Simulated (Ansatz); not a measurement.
Total energies of Hg2S3 from Ansatz at r2SCAN-D4/def2-TZVP, gas phase (1 Eh = 27.2114 eV = 2625.5 kJ/mol). The reference geometry is relaxed at r2SCAN-D4/def2-SVP.

```xyz
5

Hg    0.5707   -0.3582   -1.4389
Hg    0.4546    0.8047    1.2914
S     2.2978    1.0038   -0.3297
S    -1.8120   -0.7181   -0.7879
S    -1.5111   -0.7323    1.2651
```

| state | geometry | energy (Eh) |
| --- | --- | --- |
| charge 0 singlet | reference | -1501.69880 |
| charge 1 doublet | reference | -1501.40655 |
| charge 0 triplet | relaxed at r2SCAN-D4/def2-SVP | -1501.69176 |
| charge 0 quintet | relaxed at r2SCAN-D4/def2-SVP | -1501.64387 |
| free Hg atom (singlet) | – | -153.58388 |
| free S atom (triplet) | – | -398.08366 |

In the def2 sets Hg takes a core potential; there is no spin–orbit coupling.

(1) Work out the vertical ionisation energy to the doublet.

(2) Which of the charge 0 states is lowest, and how far above it are the others?

(3) What is the binding energy per atom against free atoms?

(1) E(charge 1 doublet) − E(charge 0 singlet) = -1501.40655 − (-1501.69880) = 0.29225 Eh = 7.95 eV. For comparison, −ε of the highest occupied level is 5.61 eV at this level, 2.34 eV less.

(2) The singlet. triplet: -1501.69176 − (-1501.69880) = 0.00704 Eh = 18.5 kJ/mol; quintet: -1501.64387 − (-1501.69880) = 0.05493 Eh = 144.2 kJ/mol. The quintet has fallen apart, so its energy is that of loose fragments and no spin gap. The triplet differs in its bonds from the reference. The quintet differs in its bonds from the reference.

(3) Atoms: 2 × (-153.58388) + 3 × (-398.08366) = -1501.41874 Eh. Binding: -1501.41874 − (-1501.69880) = 0.28006 Eh = 7.62 eV, or 1.52 eV for each of 5 atoms (no zero-point energy, no counterpoise term).

The structure comes from a short search, and lower isomers may exist.
